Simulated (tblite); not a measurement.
C₂H₈OSSi.
Numbering: `[CH3:1][O:2][Si@@H:3]([CH3:4])[SH:5]` (hydrogens: H6, H7, H8 on C1; H9 on Si3; H10, H11, H12 on C4; H13 on S5)

Structure optimised with GFN2-xTB, isolated species.

(1) What internal coordinates does the optimisation give?

Results:

(1) 
```tsv
bond	length (Å)
C1–O2	1.397
O2–Si3	1.625
Si3–C4	1.896
Si3–S5	2.143
C1–H6, C1–H7, C1–H8	1.091
Si3–H9	1.464
C4–H10, C4–H11, C4–H12	1.087
S5–H13	1.322
```

Bonds in one row agree within 0.01 Å and their mean is given. A selection of angles:
```tsv
angle	degrees
O2–C1–H6	110.9
O2–C1–H7	107.8
H6–C1–H7	109.4
C1–O2–Si3	127.3
O2–Si3–C4	114.1
O2–Si3–S5	101.2
O2–Si3–H9	110.6
C4–Si3–S5	109.9
C4–Si3–H9	111.1
S5–Si3–H9	109.3
Si3–C4–H10	111.4
H10–C4–H11	107.8
Si3–S5–H13	96.0
```

Torsions: C1–O2–Si3–C4 60° (synclinal); H13–S5–Si3–O2 18° (synperiplanar).

S5 (sulfur bonded to Si and H) is bent (angle 96.0°). Si3 (oxygen-bound silicon) is distorted tetrahedral (angles from 101.2° to 114.1°).

Point group: C1 (no symmetry element, even within 0.4 Å). Its GFN2-xTB frequencies are all real (lowest 79 cm⁻¹). One conformer, not necessarily the lowest (C1–O2–Si3–C4 60°, O2–Si3–S5–H 18°).

The numbers are calculated, not measured.
